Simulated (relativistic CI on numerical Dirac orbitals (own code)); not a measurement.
B⁺: calculation against measurement

Calculated at this level of theory: Dirac-Coulomb-Breit CI, separate exchange-only KLI orbitals for each configuration, QED by a radiative potential, valence Slater integrals scaled by 0.85, P86 correlation energy added to each configuration (own radial code, finite nucleus).

CI space (outside the closed core 1s2): 2s2, 2s 2p, 2p2, 2s 3s, 2s 3p, 2s 3d, 2p 3s, 2p 3p, 2s 4s, 2s 4p, 2s 4d, 2s 4f, 3s2, 3s 3p, 3p2. Levels of other configurations are missing.

| Configuration | Term (tabulated) | J | Measured (cm⁻¹) | Computed | Error | Purity (%) |
| --- | --- | --- | --- | --- | --- | --- |
| 2s2 | 1S | 0 | 0.0 | 0 | 0 | 93 |
| 2s 2p | 3P° | 0 | 37335.5 | 37403 | 68 | 100 |
| 2s 2p | 3P° | 1 | 37341.7 | 37408 | 66 | 100 |
| 2s 2p | 3P° | 2 | 37357.8 | 37422 | 64 | 100 |
| 2s 2p | 1P° | 1 | 73396.5 | 75769 | 2372 | 99 |
| 2p2 | 3P | 0 | 98911.4 | 99742 | 830 | 100 |
| 2p2 | 3P | 1 | 98919.9 | 99749 | 830 | 100 |
| 2p2 | 3P | 2 | 98933.3 | 99760 | 827 | 100 |
| 2p2 | 1D | 2 | 102362.8 | 106551 | 4188 | 94 |
| 2p2 | 1S | 0 | 127661.2 | 131068 | 3407 | 57 |
| 2s 3s | 3S | 1 | 129773.2 | 129432 | -342 | 98 |
| 2s 3p | 3P° | 0 | 143989.3 | 144052 | 62 | 99 |
| 2s 3p | 3P° | 2 | 143989.9 | 144056 | 67 | 99 |
| 2s 3p | 3P° | 1 | 143993.5 | 144053 | 59 | 99 |
| 2s 3p | 1P° | 1 | 144102.8 | 144787 | 684 | 95 |
| 2s 3d | 3D | 1 | 150649.1 | 150467 | -182 | 99 |
| 2s 3d | 3D | 2 | 150649.1 | 150467 | -182 | 99 |
| 2s 3d | 3D | 3 | 150649.1 | 150468 | -182 | 99 |
| 2s 3d | 1D | 2 | 154686.0 | 155249 | 563 | 93 |

Measured levels from NIST Handbook of Basic Atomic Spectroscopic Data (Sansonetti and Martin, J. Phys. Chem. Ref. Data 34, 1559 (2005)); pairs were made by configuration, J and term (by order where the table uses no LS term), so strongly mixed levels may be paired wrongly.

Mean error by configuration (cm⁻¹): 2s 2p 643; 2p2 2016; 2s 3s -342; 2s 3p 218; 2s 3d 4. Over the excited levels the mean absolute error is 832 cm⁻¹ (18 of the 18 excited levels that our extract of the source holds in range could be paired), and the median relative error of those above 1,000 cm⁻¹ is 0.22 %.

Transition probabilities of persistent lines. The last column rescales the computed rate by the cube of measured over computed energy:

```
λ measured (Å)        Lower        Upper  A tabulated (s⁻¹)  A computed  A rescaled
1362.46 vacuum     2s2 1S_0  2s 2p 1P°_1           1.19e+09    1.32e+09    1.20e+09
1842.82 vacuum  2s 2p 1P°_1     2p2 1S_0           1.33e+09    2.13e+09    2.01e+09
   3451.30 air  2s 2p 1P°_1     2p2 1D_2           5.40e+07    7.34e+07    6.12e+07
```
